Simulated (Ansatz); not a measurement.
The same path of CH5Cl2Si (9 atoms, charge -1, multiplicity 1) was run twice with different band settings. Lost on the way: Cl1–C2. Made: C2–Cl4.

Theory: RKS PBE-D4/def2-SVP in Ansatz.

Relaxed end points:

```xyz
9
Properties=species:S:1:pos:R:3
Cl -1.804 -1.771 0.461
C -0.551 -0.437 0.748
Si 0.363 0.235 -0.809
Cl 1.393 1.629 1.157
H -1.067 0.399 1.255
H 0.195 -0.832 1.463
H -0.018 1.598 -1.338
H 1.800 -0.175 -1.033
H -0.311 -0.645 -1.903
```

```xyz
9
Properties=species:S:1:pos:R:3
Cl -1.083 -2.182 -0.016
C -0.066 0.308 0.977
Si 0.173 -0.058 -0.899
Cl 0.597 1.921 1.599
H -1.146 0.279 1.218
H 0.413 -0.496 1.567
H 0.916 1.243 -1.323
H 1.220 -1.066 -1.308
H -1.025 0.051 -1.814
```

Common settings: movable images 7; climbing image yes; optimiser quadratic models (default); start path through a guess of the saddle point; force threshold 0.03 eV/Å; iteration limit 60; end points relaxed.

| run | spring |
| --- | --- |
| 1 | 5.0 eV/Å² |
| 2 | 0.1 eV/Å² |

(1) What does each run give, and how far can it be trusted?

## Answers

(1) Run 1: converged after 9 iterations, highest image 0.468 eV above the first end. A vibrational analysis at the climbing image gives one clearly imaginary mode, 330i cm⁻¹, and a faint second one (34i cm⁻¹) that may be numerical noise or a soft torsion: probably a first-order saddle point.
Run 2: converged after 8 iterations, highest image 0.468 eV above the first end. Another band between the same ends (7 images) ends at a top of the same energy, where a vibrational analysis finds 1 clearly imaginary mode.
The orbitals stay closed-shell, which can raise the energy where a bond breaks towards radicals; this wasn't checked here. Limits of this set-up: an anion without diffuse functions, the dipole of an ion depends on the origin.
